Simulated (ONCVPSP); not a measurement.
arsenic (As), ONCV: configuration errors across variants

```json
{"Element": "As (Z = 33)", "Generator": "ONCVPSP 4.0.1", "Type": "optimised norm-conserving Vanderbilt (ONCV)", "Functional": "Wu-Cohen", "Relativity": "scalar-relativistic", "Frozen core": "[Ar]", "Valence charge": "15", "Reference configuration": "3d10 4s2 4p2 (charge +1)", "Partial waves": "4s: rc 1.65 bohr, ncon 4, nbas 8, qcut 4.6 1/bohr, 2 projectors, debl 0.7 Ha; 4p: rc 1.50 bohr, ncon 3, nbas 6, qcut 5.1 1/bohr, 1 projector; 3d: rc 0.75 bohr, ncon 5, nbas 9, qcut 21.3 1/bohr, 2 projectors, debl 0.3 Ha", "Local potential": "polynomial inside 0.50 bohr (lpopt 5, dvloc0 3 Ha)", "Core correction": "Teter function, fcfact 5.25, rcfact 1.8"}
```

In the s channel the program set the typed energies aside and used -0.861, 0.250 Ha. In the d channel the program set the typed energies aside and used -1.853, 0.250 Ha.

All-electron excitation energies from the reference (eV): (1) 3d10 4s2 4p3 -9.168; (2) 3d10 4s2 4p1 17.976; (3) 3d10 4s2 4p0 45.757; (4) 3d10 4s1 4p0 96.476.

A true bound ghost makes a file unfit for plane-wave use even where its test errors are small: the radial tests pick states by their node count and pass the ghost by.

Errors AE − PS in meV (a dash: test not solved or not reliable):

| change | (1) | (2) | (3) | (4) | bound ghosts | GHOST(+) flags above zero |
| --- | --- | --- | --- | --- | --- | --- |
| base | +4.0 | +1.2 | +10 | -67 | s, p | none |
| core correction Teter function, fcfact 1.3, rcfact 1.8 | +2.9 | -2.0 | -5.7 | -17 | s, p | none |
| core correction Teter function, fcfact 2, rcfact 1.8 | +3.1 | -1.4 | -1.5 | -17 | s, p | none |
| core correction Teter function, fcfact 3.2, rcfact 1.8 | +3.4 | -0.3 | +4.7 | -28 | s, p | none |
| core correction Teter function, fcfact 3.8, rcfact 1.8 | +3.6 | +0.2 | +7.0 | -37 | s, p | none |
| core correction Teter function, fcfact 4.3, rcfact 1.8 | +3.7 | +0.6 | +8.5 | -46 | s, p | none |
| core correction Teter function, fcfact 5.2, rcfact 1.8 | +3.9 | +1.1 | +10 | -66 | s, p | none |
| core correction Teter function, fcfact 7, rcfact 1.8 | +4.3 | +1.9 | +11 | -115 | s, p | none |
| core correction Teter function, fcfact 7.4, rcfact 1.8 | +4.4 | +2.0 | +10 | -127 | s, p | none |

Q: Give the same row for: core correction Teter function, fcfact 5.9, rcfact 1.8.

A: +4.1, +1.5, +11, -84; bound ghosts: s, p; GHOST(+) flags above zero: none.
